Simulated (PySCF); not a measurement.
## Where the electron goes

Compound: C7H5F3.
Geometry (GFN2-xTB, Å), atoms numbered from 1 in this order:
```
atom  x, y, z in Å
C1    -2.6195   -0.5123   -0.3363
C2    -1.3749   -0.0894   -0.1001
C3    -0.9684    1.1935    0.4708
C4     0.3722    1.2236    0.5418
C5     0.8868   -0.0387    0.0200
C6     2.3386   -0.3550   -0.0527
F7     2.9315   -0.3270    1.1570
F8     3.0187    0.5232   -0.8154
F9     2.5819   -1.5708   -0.5660
C10   -0.1390   -0.8241   -0.3631
H11   -2.8149   -1.4818   -0.7635
H12   -3.4743    0.1027   -0.1085
H13   -1.6565    1.9598    0.7700
H14    0.9997    2.0132    0.9096
H15   -0.0864   -1.8087   -0.7854
```

Theory: TDDFT CAM-B3LYP/def2-SVPD, vertical, gas phase, core orbitals frozen in the response in PySCF 2.14.0, density-fitted response routines.

Frontier orbitals with the atoms that hold most of them (Löwdin shares over 4%, at most four atoms; ? is withheld):

| orbital | ε (eV) | atoms |
| --- | --- | --- |
| LUMO+2 | 1.75 | C6 16%, C4 11%, C1 11%, H14 10% |
| LUMO+1 | 1.25 | C1 31%, H12 12%, H11 11%, C3 9% |
| LUMO | -1.49 | C1 28%, C5 13%, C2 12%, C10 12% |
| HOMO | -8.38 | ? |
| HOMO-1 | -9.36 | ? |
| HOMO-2 | -11.89 | C2 20%, C3 16%, C10 15%, C1 13% |
| HOMO-3 | -12.38 | C5 21%, C4 17%, F9 14%, C3 10% |

Q: Give the leading atoms of the HOMO-1.

A: C1 (bonded to C and 2 H) 28%; C2 (bonded to 3 C) 25%; C5 (bonded to 3 C) 15%; C4 (bonded to 2 C and H) 11%.

Q: Which atoms hold the HOMO, and with what shares?

A: C3 (bonded to 2 C and H) 27%; C10 (bonded to 2 C and H) 23%; C4 (bonded to 2 C and H) 20%; C5 (bonded to 3 C) 15%.

Q: The HOMO–LUMO gap is 6.88 eV. Where does the response calculation put the lowest singlet, and from which orbitals?

A: S1 is at 3.64 eV (f = 0.010), 3.24 eV below the gap, made of HOMO→LUMO (99%). Without the coupling terms of the response equations the lowest excitation would equal the gap.

Q: Give energy, strength and leading configuration of S1, S2, S3 and S4, and follow the Löwdin shares of the leading atoms from the occupied to the empty orbital.

A: 
- S1 (3.64 eV, f 0.010), HOMO→LUMO (99%): C3 27% → at most 13%, C10 23% → 12%, C1 at most 16% → 28%, C5 15% → 13%
- S2 (5.45 eV, f 0.449), HOMO-1→LUMO (93%): C1 28% → 28%, C2 25% → 12%, C5 15% → 13%
- S3 (6.37 eV, f 0.0000), HOMO-2→LUMO (97%): C2 20% → 12%, C3 16% → at most 13%, C1 13% → 28%, C5 at most 13% → 13%
- S4 (6.92 eV, f 0.0013), HOMO→LUMO+1 (80%): C3 27% → 9%, C10 23% → at most 9%, C1 at most 16% → 31%, H12 at most 16% → 12%
